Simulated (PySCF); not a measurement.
C₃H₇FOSi, SMILES C/C(=C\F)[SiH2]O. Atoms are numbered in the order given.

```xyz
13

C     -2.0343    -0.3424    -0.0941
C     -0.5781     0.0221    -0.0889
C     -0.1418     1.2375    -0.4278
F     -0.9555     2.2303    -0.7899
Si     0.7180    -1.2361     0.3871
O      2.2314    -0.5329     0.4685
H     -2.6634     0.5097    -0.3862
H     -2.3616    -0.6864     0.9009
H     -2.2340    -1.1693    -0.7958
H      0.9105     1.5380    -0.4474
H      0.3314    -1.8454     1.7012
H      0.8103    -2.3153    -0.6358
H      2.4270    -0.0379     1.2689
```

Geometry optimised at PBE0-D3(BJ)/def2-SVP. The structure was generated by enumeration; whether it is a known compound was not checked. Other conformers were not sampled.

All values below come from PBE/pcSseg-1 run with PySCF.

GIAO shieldings, no solvent; atoms listed in one row are averaged. δ = σ(ref) − σ: ¹³C against TMS (σ = 182.0 ppm); ¹⁹F against CFCl3 (σ = 133.6 ppm); ²⁹Si against TMS (σ = 335.4 ppm); ¹⁷O against H2O (σ = 334.3 ppm); ¹H against TMS (σ = 31.49 ppm), references at their B3LYP-D3(BJ)/def2-TZVP geometries, non-relativistic.

Computed chemical shifts:
```tsv
nucleus	atoms	count	δ (ppm)
¹³C	C3	1	162.0
¹³C	C2	1	114.8
¹³C	C1	1	11.1
¹⁹F	F4	1	-113.8
²⁹Si	Si5	1	-17.8
¹⁷O	O6	1	17.9
¹H	H10	1	7.00
¹H	H11	1	5.67
¹H	H12	1	5.52
¹H	H7, H8, H9	3	1.97
¹H	H13	1	0.69
```
